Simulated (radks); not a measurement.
Q: These are the eigenvalues of the occupied orbitals of an atom or ion with whole-number occupations (hartree). Calculated with a radial shooting solver on a logarithmic mesh with Libxc functionals: Dirac Kohn-Sham, LDA (Slater exchange, Perdew-Wang correlation), spin-unpolarised, spherical densities, finite nucleus; Fermi nuclear charge, rms radius of each element as measured or else 0.836 A^(1/3) + 0.57 fm.

| orbital | eigenvalue |
|---|---|
| 1s1/2 | -7.68529 |
| 2s1/2 | -1.15148 |

Which element is it, and in what charge state? The configuration may be excited. Open shells, if any, fill j = l - 1/2 first.

A: Z = 5, boron, charge +2: B2+ in [He] 2s1. The 1s level, -7.6853 hartree, gives Z - s = 3.9 by -(Z - s)^2/2, which with screening and relativity narrows Z to a few neighbours, and the depths must fix Z and the occupations together.
